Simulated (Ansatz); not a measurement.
These are Ansatz (a program for electronic structure) with PBE-D3(BJ)/def2-TZVP values and carry that method's errors. No frequencies were computed at this level.

Ansatz 0.2 input:
```yaml
crystal:
  periodic: [false, false, false]
  atoms:
    - { symbol: C, position_ang: [1.825463, 0.014272, -0.002215] }
    - { symbol: N, position_ang: [0.595019, 0.006264, 0.002425] }
    - { symbol: C, position_ang: [-0.629117, -0.005305, -0.000334] }
    - { symbol: O, position_ang: [-1.791366, -0.01523, 0.000123] }
basis:
  gaussian: { orbitals: def2-tzvp }
hamiltonian:
  xc: pbe
  dispersion: d3bj
relax:
  max_steps: 150
magnetization:
  spin_polarized: true
  initial_magnetization: 1
```

Output:

```
[...]
666 factors; their error is unknown
mean field evaluation 1: about -5597.4601 eV, gradient 3.9e1 eV
mean field evaluation 2: about -5589.8968 eV, gradient 5.9e1 eV
mean field evaluation 4: about -5602.4845 eV, gradient 9.2e0 eV
mean field evaluation 8: about -5602.8464 eV, gradient 2.5e-2 eV
mean field evaluation 16: about -5602.8434 eV, gradient 1.2e-4 eV
mean field evaluation 32: about -5602.8434 eV, gradient 2.1e-4 eV
mean field evaluation 64: about -5602.8434 eV, gradient 5.0e-2 eV
mean field evaluation 96: about -5602.8434 eV, gradient 1.6e-2 eV
mean field -5602.84338596 eV, -205.9006966903 hartree, gradient 1.4e-10 eV, S^2 0.755498; 3 other end points of the search recorded, 0 dependent functions left out
reference -5602.84341519 eV, -205.9006977645 hartree; 14, 13 occupied and 110, 111 virtual orbitals, 666 factors
relax step   1: F+E_penalty+E_count = -5602.90473042 eV  Δ(F+E_penalty+E_count) = +0.000e0 eV  max|allowed force component| = 1.941e0 eV/Å  Δτ_max = 0.0000 Å  (492 SCF iters, accepted)
these checks for a lower state are left out or cut short: starts, cluster_reference, orbital_swaps, neighbouring_geometries, increment
666 factors; their error is unknown
mean field -5602.89142996 eV, -205.9024622750 hartree, gradient 1.0e-10 eV, S^2 0.755848; 0 other end points of the search recorded, 0 dependent functions left out
reference -5602.89145918 eV, -205.9024633485 hartree; 14, 13 occupied and 110, 111 virtual orbitals, 666 factors
relax step   2: F+E_penalty+E_count = -5602.95240602 eV  Δ(F+E_penalty+E_count) = -4.768e-2 eV  max|allowed force component| = 4.953e-1 eV/Å  Δτ_max = 0.0242 Å  (195 SCF iters, accepted)
these checks for a lower state are left out or cut short: starts, cluster_reference, orbital_swaps, neighbouring_geometries, increment
666 factors; their error is unknown
mean field evaluation 128: about -5602.8939 eV, gradient 1.8e-5 eV
mean field -5602.89390600 eV, -205.9025532678 hartree, gradient 1.6e-10 eV, S^2 0.755925; 0 other end points of the search recorded, 0 dependent functions left out
reference -5602.89393523 eV, -205.9025543417 hartree; 14, 13 occupied and 110, 111 virtual orbitals, 666 factors
relax step   3: F+E_penalty+E_count = -5602.95479959 eV  Δ(F+E_penalty+E_count) = -2.394e-3 eV  max|allowed force component| = 1.271e-1 eV/Å  Δτ_max = 0.0066 Å  (190 SCF iters, accepted)
these checks for a lower state are left out or cut short: starts, cluster_reference, orbital_swaps, neighbouring_geometries, increment
666 factors; their error is unknown
mean field evaluation 160: about -5602.8941 eV, gradient 6.1e-4 eV
mean field -5602.89406521 eV, -205.9025591184 hartree, gradient 1.7e-10 eV, S^2 0.755918; 0 other end points of the search recorded, 0 dependent functions left out
reference -5602.89409443 eV, -205.9025601921 hartree; 14, 13 occupied and 110, 111 virtual orbitals, 666 factors
relax step   4: F+E_penalty+E_count = -5602.95496731 eV  Δ(F+E_penalty+E_count) = -1.677e-4 eV  max|allowed force component| = 7.736e-2 eV/Å  Δτ_max = 0.0039 Å  (188 SCF iters, accepted)
these checks for a lower state are left out or cut short: starts, cluster_reference, orbital_swaps, neighbouring_geometries, increment
666 factors; their error is unknown
mean field evaluation 192: about -5602.8894 eV, gradient 1.0e0 eV
mean field -5602.89498951 eV, -205.9025930860 hartree, gradient 3.6e-9 eV, S^2 0.755923; 0 other end points of the search recorded, 0 dependent functions left out
reference -5602.89501872 eV, -205.9025941593 hartree; 14, 13 occupied and 110, 111 virtual orbitals, 666 factors
relax step   5: F+E_penalty+E_count = -5602.95589801 eV  Δ(F+E_penalty+E_count) = -9.307e-4 eV  max|allowed force component| = 2.475e-1 eV/Å  Δτ_max = 0.0092 Å  (133 SCF iters, accepted)
these checks for a lower state are left out or cut short: starts, cluster_reference, orbital_swaps, neighbouring_geometries, increment
666 factors; their error is unknown
mean field -5602.89895763 eV, -205.9027389117 hartree, gradient 2.2e-8 eV, S^2 0.755999; 0 other end points of the search recorded, 0 dependent functions left out
reference -5602.89898677 eV, -205.9027399826 hartree; 14, 13 occupied and 110, 111 virtual orbitals, 666 factors
relax step   6: F+E_penalty+E_count = -5602.95985013 eV  Δ(F+E_penalty+E_count) = -3.952e-3 eV  max|allowed force component| = 3.737e-1 eV/Å  Δτ_max = 0.0162 Å  (129 SCF iters, accepted)
these checks for a lower state are left out or cut short: starts, cluster_reference, orbital_swaps, neighbouring_geometries, increment
666 factors; their error is unknown
mean field evaluation 224: about -5602.9119 eV, gradient 3.3e-3 eV
mean field -5602.91192301 eV, -205.9032153805 hartree, gradient 5.9e-6 eV, S^2 0.756228; 0 other end points of the search recorded, 0 dependent functions left out
reference -5602.91195195 eV, -205.9032164440 hartree; 14, 13 occupied and 110, 111 virtual orbitals, 666 factors
relax step   7: F+E_penalty+E_count = -5602.97292774 eV  Δ(F+E_penalty+E_count) = -1.308e-2 eV  max|allowed force component| = 2.155e0 eV/Å  Δτ_max = 0.0454 Å  (56 SCF iters, accepted)
these checks for a lower state are left out or cut short: starts, cluster_reference, orbital_swaps, neighbouring_geometries, increment
666 factors; their error is unknown
mean field -5602.94812863 eV, -205.9045459124 hartree, gradient 1.0e-5 eV, S^2 0.756866; 0 other end points of the search recorded, 0 dependent functions left out
reference -5602.94815704 eV, -205.9045469567 hartree; 14, 13 occupied and 110, 111 virtual orbitals, 666 factors
relax step   8: F+E_penalty+E_count = -5603.00924333 eV  Δ(F+E_penalty+E_count) = -3.632e-2 eV  max|allowed force component| = 4.105e0 eV/Å  Δτ_max = 0.0657 Å  (44 SCF iters, accepted)
these checks for a lower state are left out or cut short: starts, cluster_reference, orbital_swaps, neighbouring_geometries, increment
666 factors; their error is unknown
mean field -5602.90796051 eV, -205.9030697615 hartree, gradient 7.5e-5 eV, S^2 0.755453; 0 other end points of the search recorded, 0 dependent functions left out
reference -5602.90798771 eV, -205.9030707610 hartree; 14, 13 occupied and 110, 111 virtual orbitals, 666 factors
relax step   9: F+E_penalty+E_count = -5602.96941214 eV  Δ(F+E_penalty+E_count) = +3.983e-2 eV  max|allowed force component| = 6.851e0 eV/Å  Δτ_max = 0.1969 Å  (43 SCF iters, rejected (line search))
these checks for a lower state are left out or cut short: starts, cluster_reference, orbital_swaps, neighbouring_geometries, increment
666 factors; their error is unknown
mean field evaluation 256: about -5603.1648 eV, gradient 1.9e-1 eV
mean field -5603.16492787 eV, -205.9125131377 hartree, gradient 2.6e-5 eV, S^2 0.756092; 0 other end points of the search recorded, 0 dependent functions left out
reference -5603.16495549 eV, -205.9125141527 hartree; 14, 13 occupied and 110, 111 virtual orbitals, 666 factors
relax step  10: F+E_penalty+E_count = -5603.22623272 eV  Δ(F+E_penalty+E_count) = -2.170e-1 eV  max|allowed force component| = 2.653e0 eV/Å  Δτ_max = 0.0984 Å  (42 SCF iters, accepted)
these checks for a lower state are left out or cut short: starts, cluster_reference, orbital_swaps, neighbouring_geometries, increment
666 factors; their error is unknown
mean field -5603.29028543 eV, -205.9171199429 hartree, gradient 1.4e-5 eV, S^2 0.754116; 0 other end points of the search recorded, 0 dependent functions left out
reference -5603.29031303 eV, -205.9171209572 hartree; 14, 13 occupied and 110, 111 virtual orbitals, 666 factors
relax step  11: F+E_penalty+E_count = -5603.35192773 eV  Δ(F+E_penalty+E_count) = -1.257e-1 eV  max|allowed force component| = 1.354e0 eV/Å  Δτ_max = 0.0884 Å  (41 SCF iters, accepted)
these checks for a lower state are left out or cut short: starts, cluster_reference, orbital_swaps, neighbouring_geometries, increment
666 factors; their error is unknown
mean field -5603.30121006 eV, -205.9175214156 hartree, gradient 2.4e-5 eV, S^2 0.754048; 0 other end points of the search recorded, 0 dependent functions left out
reference -5603.30123772 eV, -205.9175224322 hartree; 14, 13 occupied and 110, 111 virtual orbitals, 666 factors
relax step  12: F+E_penalty+E_count = -5603.36261424 eV  Δ(F+E_penalty+E_count) = -1.069e-2 eV  max|allowed force component| = 4.464e-1 eV/Å  Δτ_max = 0.0321 Å  (37 SCF iters, accepted)
these checks for a lower state are left out or cut short: starts, cluster_reference, orbital_swaps, neighbouring_geometries, increment
666 factors; their error is unknown
mean field -5603.31021063 eV, -205.9178521808 hartree, gradient 2.0e-5 eV, S^2 0.754081; 0 other end points of the search recorded, 0 dependent functions left out
reference -5603.31023824 eV, -205.9178531952 hartree; 14, 13 occupied and 110, 111 virtual orbitals, 666 factors
relax step  13: F+E_penalty+E_count = -5603.37186712 eV  Δ(F+E_penalty+E_count) = -9.253e-3 eV  max|allowed force component| = 6.542e-2 eV/Å  Δτ_max = 0.0147 Å  (37 SCF iters, accepted)
these checks for a lower state are left out or cut short: starts, cluster_reference, orbital_swaps, neighbouring_geometries, increment
666 factors; their error is unknown
mean field evaluation 288: about -5603.3110 eV, gradient 2.2e-5 eV
mean field -5603.31095248 eV, -205.9178794432 hartree, gradient 2.2e-5 eV, S^2 0.754005; 0 other end points of the search recorded, 0 dependent functions left out
reference -5603.31098011 eV, -205.9178804584 hartree; 14, 13 occupied and 110, 111 virtual orbitals, 666 factors
relax step  14: F+E_penalty+E_count = -5603.37263324 eV  Δ(F+E_penalty+E_count) = -7.661e-4 eV  max|allowed force component| = 8.286e-2 eV/Å  Δτ_max = 0.0069 Å  (36 SCF iters, accepted)
these checks for a lower state are left out or cut short: starts, cluster_reference, orbital_swaps, neighbouring_geometries, increment
666 factors; their error is unknown
mean field -5603.31132951 eV, -205.9178932988 hartree, gradient 1.9e-5 eV, S^2 0.753867; 0 other end points of the search recorded, 0 dependent functions left out
reference -5603.31135734 eV, -205.9178943215 hartree; 14, 13 occupied and 110, 111 virtual orbitals, 666 factors
relax step  15: F+E_penalty+E_count = -5603.37303984 eV  Δ(F+E_penalty+E_count) = -4.066e-4 eV  max|allowed force component| = 2.929e-1 eV/Å  Δτ_max = 0.0212 Å  (37 SCF iters, accepted)
these checks for a lower state are left out or cut short: starts, cluster_reference, orbital_swaps, neighbouring_geometries, increment
666 factors; their error is unknown
mean field -5603.31195242 eV, -205.9179161901 hartree, gradient 2.1e-5 eV, S^2 0.753914; 0 other end points of the search recorded, 0 dependent functions left out
reference -5603.31198023 eV, -205.9179172123 hartree; 14, 13 occupied and 110, 111 virtual orbitals, 666 factors
relax step  16: F+E_penalty+E_count = -5603.37364421 eV  Δ(F+E_penalty+E_count) = -6.044e-4 eV  max|allowed force component| = 2.821e-2 eV/Å  Δτ_max = 0.0040 Å  (37 SCF iters, accepted)
these checks for a lower state are left out or cut short: starts, cluster_reference, orbital_swaps, neighbouring_geometries, increment
666 factors; their error is unknown
mean field -5603.31186039 eV, -205.9179128082 hartree, gradient 2.1e-5 eV, S^2 0.753884; 0 other end points of the search recorded, 0 dependent functions left out
reference -5603.31188818 eV, -205.9179138295 hartree; 14, 13 occupied and 110, 111 virtual orbitals, 666 factors
relax step  17: F+E_penalty+E_count = -5603.37356691 eV  Δ(F+E_penalty+E_count) = +7.730e-5 eV  max|allowed force component| = 7.654e-2 eV/Å  Δτ_max = 0.0031 Å  (37 SCF iters, rejected (line search))
these checks for a lower state are left out or cut short: starts, cluster_reference, orbital_swaps, neighbouring_geometries, increment
666 factors; their error is unknown
mean field -5603.31196349 eV, -205.9179165970 hartree, gradient 2.1e-5 eV, S^2 0.753910; 0 other end points of the search recorded, 0 dependent functions left out
reference -5603.31199129 eV, -205.9179176188 hartree; 14, 13 occupied and 110, 111 virtual orbitals, 666 factors
relax step  18: F+E_penalty+E_count = -5603.37365983 eV  Δ(F+E_penalty+E_count) = -1.562e-5 eV  max|allowed force component| = 2.039e-3 eV/Å  Δτ_max = 0.0013 Å  (39 SCF iters, accepted)
666 factors; their error is unknown
mean field evaluation 320: about -5598.1343 eV, gradient 3.9e1 eV
mean field -5603.31196349 eV, -205.9179165970 hartree, gradient 7.3e-5 eV, S^2 0.753910; 2 other end points of the search recorded, 0 dependent functions left out
reference -5603.31199129 eV, -205.9179176188 hartree; 14, 13 occupied and 110, 111 virtual orbitals, 666 factors
Total energy: -5603.37368764 eV, -205.9201849176 hartree
Atom 0 at     1.802680     0.034309     0.064241 Å, force    -0.001446     0.000049     0.000162 eV/Å
Atom 1 at     0.602567     0.028705     0.079044 Å, force     0.002038    -0.000090    -0.000309 eV/Å
Atom 2 at    -0.677892    -0.106471    -0.337303 Å, force    -0.000755     0.000128     0.000478 eV/Å
Atom 3 at    -1.727357     0.043458     0.194018 Å, force     0.000163    -0.000086    -0.000331 eV/Å
Dipole moment:    -0.117880    -0.021129    -0.067434 e Å
```

Cost: around 110 core-seconds (rough).
